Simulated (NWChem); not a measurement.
CH₅S cation; SMILES C[SH2+]

```xyz
7

C     -0.0098     1.2132     0.0000
S     -0.0719    -0.6003     0.0000
H     -0.5548     1.5351     0.8983
H     -0.5548     1.5351    -0.8983
H      1.0250     1.5761     0.0000
H      0.8078    -0.8842     0.9987
H      0.8078    -0.8842    -0.9987
```
Atoms are numbered in this order, from 1.

All runs use the structure optimised with PBE0/def2-SVP.

 Unshifted, non-relativistic core excitations; the lowest 4 roots alone, so stronger bands may lie above.

### Question
List the first S K-edge excitations from BHandHLYP/6-311G** (spherical d), restricted-window TDA (NWChem).

### Answer
```tsv
state	energy (eV)	dipole oscillator strength	leading excitation (squared amplitude)
S1	2447.7	0.0069	1s of atom 2 or its equivalents → LUMO+1 (0.94)
S2	2448.0	0.0060	1s of atom 2 or its equivalents → LUMO (0.85)
S3	2449.5	0.0027	1s of atom 2 or its equivalents → LUMO+2 (0.89)
S4	2453.8	0.0019	1s of atom 2 or its equivalents → LUMO+3 (0.71)
```
